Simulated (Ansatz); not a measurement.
Calculated with Ansatz (gas phase, PBE0-D4/def2-TZVP geometries, no zero-point term in ΔE). CCSD(T)/CBS adds triple-zeta CCSD(T) − MP2 to the extrapolated MP2 energy (def2 sets, frozen cores). Functionals use def2-TZVPP. B3LYP here is the variant with VWN-RPA as its local correlation; programs differ in this. Each species was taken in one conformer, which may not be the lowest.

Reaction (cleavage of the P–Si bond): `F[SiH]([SiH3])P` + `O[SiH2]O` → `O[SiH2]OP` + `F[SiH2][SiH3]`

```csv
level,ΔE (kcal/mol),difference from CCSD(T)/CBS
PBE-D4,13.2,3.3
PBE0-D4,12.3,2.4
B3LYP-D4,8.7,-1.2
r2SCAN0-D4,11.0,1.1
ωB97M-V,8.9,-1.0
BLYP,8.5,-1.4
MP2/def2-QZVPP,9.9,0.0
SCS-MP2/def2-QZVPP,7.6,-2.3
HF/CBS(def2),2.4,-7.5
MP2/CBS(def2),10.3,0.4
CCSD(T)/CBS,9.9,0
```

Largest T1 diagnostic among the species: 0.014.

Leaving LDA and LC-ωPBE aside and taking each functional with its dispersion term where it has one, the values, not all of them listed here, spread over 6.0 kcal/mol, from BHLYP-D4 to PBE-D4. From PBE to PBE0 (25 % exact exchange), in def2-TZVPP and without D4, ΔE moves by −0.8 kcal/mol. In def2-TZVPP, CCSD(T) changes the Hartree–Fock value by +6.2 kcal/mol (the triples alone add +0.9 kcal/mol) and MP2 by +6.7 kcal/mol.
